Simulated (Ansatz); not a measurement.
Two isomers of CH7FOSi2: A = `O[SiH2][SiH2]CF`, B = `C[Si](O)(F)[SiH3]`.

Gas-phase electronic energies from Ansatz, PBE0-D4/def2-TZVP geometries. CCSD(T)/CBS is the MP2 limit (def2-TZVPP, def2-QZVPP) plus CCSD(T) − MP2 in def2-TZVPP, frozen cores. Functionals use def2-TZVPP. B3LYP here is the variant with VWN-RPA as its local correlation; programs differ in this. One conformer a species, not always the lowest.

Problem. Which is lower in electronic energy at CCSD(T)/CBS, and by how much? (Best estimate.)

Solution. The calculation gave: B, by 68.2 kcal/mol.

Problem. Give E(B) − E(A) in kcal/mol with HF/def2-TZVPP, CCSD(T)/def2-TZVPP, CCSD/def2-TZVPP, B3LYP-D4, r2SCAN-D4, PBE0-D4, PBE-D4. (Estimate.)

Solution. Ansatz gave: HF/def2-TZVPP -66.9, CCSD(T)/def2-TZVPP -67.4, CCSD/def2-TZVPP -67.6, B3LYP-D4 -65.8, r2SCAN-D4 -67.4, PBE0-D4 -65.5, PBE-D4 -63.6. None reverses the order clearly.

Largest T1 diagnostic: 0.012.

From PBE to PBE0 (25 % exact exchange), in def2-TZVPP and without D4, E(B) − E(A) moves by −1.9 kcal/mol.
